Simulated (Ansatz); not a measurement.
The cluster AlRu₂⁺, relaxed as a singlet with RKS r2SCAN-D4/def2-TZVP in Ansatz, starting from the GFN1-xTB geometry. Force threshold 0.02 eV/Å.

In the def2 sets Ru takes a core potential; there is no spin–orbit coupling. An occupied level of the charge 1 singlet lies above an empty one (by up to 0.11 eV), so this SCF solution is probably not the lowest. This restricted singlet of an open-shell metal (gap down to -0.11 eV) wasn't tested against broken symmetry. The relaxation made no stability test and no search for a lower SCF solution. No other spin state of charge 1 was run. Another isomer (quintet) lies 3.87 eV lower at PBE0-D4/def2-TZVP; other spin states weren't run for this one.

Start:

```xyz
3

Ru   -0.2474    1.0575   -1.9961
Ru    0.0748   -1.6235    1.5875
Al    0.1726    0.5659    0.4086
```

| step | energy (eV) | largest force component (eV/Å) | SCF passes |
| --- | --- | --- | --- |
| 1 | -11750.2428 | 1.753 | 368 |
| 2 | -11750.7385 | 0.194 | 40 |
| 3 | -11750.7823 | 0.264 | 33 |
| 4 | -11750.8533 | 0.244 | 40 |
| 5 | -11750.8898 | 0.067 | 41 |
| 6 | -11750.8911 | 0.007 | 24 |

Force components are those of the run's own axes.

End:

Cartesian coordinates in Å:
```
Ru -0.1645 1.3653 -1.8273
Ru 0.1638 -1.3678 1.8256
Al 0.0008 0.0025 0.0018
```

By distances, no bond broke or formed. The bond that changes most is Ru1–Al3, from 2.49 to 2.29 Å (atoms count from 1).

No frequencies were taken in this run, so the end may be a saddle point.

Run time 69 s (4 threads of Arm Neoverse N1 on a shared host).
